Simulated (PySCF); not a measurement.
C2H7BOS, SMILES CB(OC)S.

The structure is a stationary point at B3LYP-D3(BJ)/def2-SVP. The structure was generated by enumeration, and PubChem lists no compound with its InChIKey, so it may never have been made. The values are those of a single conformer.

Two levels are set side by side: TDA-PBE/def2-SVPD (PySCF) and TDA-M06-2X/def2-SVPD (PySCF). Vertical, same geometry. The lowest singlet is HOMO→LUMO+1 99 % with PBE and HOMO→LUMO 46 %, HOMO→LUMO+4 32 %, HOMO→LUMO+1 9 % with the other functional; states are paired by order. Differences are taken from unrounded values.

| quantity | TDA-M06-2X |
|---|---|
| lowest singlet excitation (eV) | 6.41 |
| lowest triplet excitation (TDA) (eV) | 6.07 |
| first bright state (f over 0.05) (eV) | 7.04 |
| its oscillator strength | 0.12 |

Question: What does TDA-PBE give, and how far is it from TDA-M06-2X? (An estimate is asked for; the answer gives what the named calculation found.)

Answer: 
```
quantity                               TDA-PBE  TDA-PBE minus TDA-M06-2X
-------------------------------------  -------  ------------------------
lowest singlet excitation (eV)            5.91                     -0.50
lowest triplet excitation (TDA) (eV)      5.39                     -0.68
first bright state (f over 0.05) (eV)     6.40                     -0.64
its oscillator strength                   0.11                     -0.01
```

Functionals without exact exchange tend to place singlet excitations lower, as here. Differences between two approximate levels are no errors against the true value.

Rough cost on one machine, each run with all the roots and properties that it gave: TDA-M06-2X against TDA-PBE about 10 times.
